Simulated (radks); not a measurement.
Question: The ytterbium ion Yb2+, configuration [Xe] 4f12 6s2 (not the ground configuration). Calculated with a radial shooting solver on a logarithmic mesh with Libxc functionals: scalar-relativistic Kohn-Sham, SCAN, spin-unpolarised, spherical densities, finite nucleus; meta-GGA in the generalised Kohn-Sham scheme; Fermi nuclear charge, rms radius 5.3108 fm. Some entries of the table are withheld. Estimate them.

orbital  occ.  eigenvalue (hartree)  r(max) (bohr)  <1/r> (bohr^-1)
1s          2             -2254.426        0.01237            80.62
2s          2             -383.9823        0.07052            18.82
2p          6             -338.4350        0.05757            17.26
3s          2             -88.03939         0.1991              (1)
3p          6             -74.21703         0.1964            6.470
3d         10             -57.37493         0.1605            6.119
4s          2             -18.59366         0.4551            2.938
4p          6             -14.02379            (2)            2.685
4d         10              -7.99135         0.4901            2.379
5s          2              -3.11561          1.047              (3)
5p          6              -2.01004          1.191           0.9606
4f         12              -1.38522         0.4771            1.840
6s          2              -0.72408          2.638           0.4370

Answer: 
(1) 3s <1/r> (bohr^-1): 6.959
(2) 4p r(max) (bohr): 0.4758
(3) 5s <1/r> (bohr^-1): 1.139
